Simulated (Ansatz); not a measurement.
`C#[C][In]([CH3])[CH3]` and `[CH3][In]([CH3])[CH3]` differ in one atom or group.

Ansatz, PBE0-D4/def2-TZVP geometries, multiplicity 1. 

Elements past krypton have def2 core potentials.

| property | `C#[C][In]([CH3])[CH3]` |
| --- | --- |
| HOMO energy (B3LYP/def2-TZVPP) / eV | -7.00 |
| LUMO energy (PBE0/def2-TZVPP) / eV | -1.31 |
| LUMO energy (PBE/def2-TZVPP) / eV | -2.06 |
| HOMO–LUMO gap (B3LYP/def2-TZVPP) / eV | 5.41 |
| size of the dipole moment (PBE/def2-TZVPP) / D | 1.15 |
| size of the dipole moment (B3LYP/def2-TZVPP) / D | 1.16 |

(1) What does the change do to each property? (An estimate is asked.)

Answers

(1) The calculation gave: 
```json
{"property": "HOMO energy (B3LYP/def2-TZVPP) / eV", "`[CH3][In]([CH3])[CH3]`": "-6.78", "shift": "0.22"}
{"property": "LUMO energy (PBE0/def2-TZVPP) / eV", "`[CH3][In]([CH3])[CH3]`": "-0.84", "shift": "0.47"}
{"property": "LUMO energy (PBE/def2-TZVPP) / eV", "`[CH3][In]([CH3])[CH3]`": "-1.58", "shift": "0.48"}
{"property": "HOMO–LUMO gap (B3LYP/def2-TZVPP) / eV", "`[CH3][In]([CH3])[CH3]`": "5.64", "shift": "0.23"}
{"property": "size of the dipole moment (PBE/def2-TZVPP) / D", "`[CH3][In]([CH3])[CH3]`": "0.01", "shift": "-1.14"}
{"property": "size of the dipole moment (B3LYP/def2-TZVPP) / D", "`[CH3][In]([CH3])[CH3]`": "0.01", "shift": "-1.15"}
```

With PBE0 the HOMO rises by 0.23 eV and the LUMO rises by 0.47 eV, so the gap widens by about 0.24 eV. PBE moves the HOMO by 0.23 eV and ωB97M-V by 0.21 eV.

Positive LUMOs are unbound, so they and the gaps depend on the basis.

B3LYP here is the variant with VWN-RPA as its local correlation; programs differ in this.
